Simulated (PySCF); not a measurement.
Al(Me)2(SeH) (C₂H₇AlSe), SMILES [SeH][Al]([CH3])[CH3].

Geometry: TPSSh-D3(BJ)/def2-SVP. The structure was generated by enumeration; whether it is a known compound was not checked. Other conformers were not sampled.

These are PBE0/def2-TZVP in PySCF values and carry that method's errors.

Computed frontier levels, gap, dipole moment and polarisability:
```yaml
highest_occupied_level: -7.06 eV
lowest_empty_level: -0.60 eV
orbital_gap: 6.46 eV
dipole_moment: 1.64 D
quadrupole, principal values (traceless, Buckingham form, about the centre of nuclear charge): -3.05, 1.39, 1.66 D·Å
mean_static_polarisability: 79.3 bohr³ (11.76 Å³)
polarisability_principal_values: 63.3, 80.7, 94.0 bohr³
```
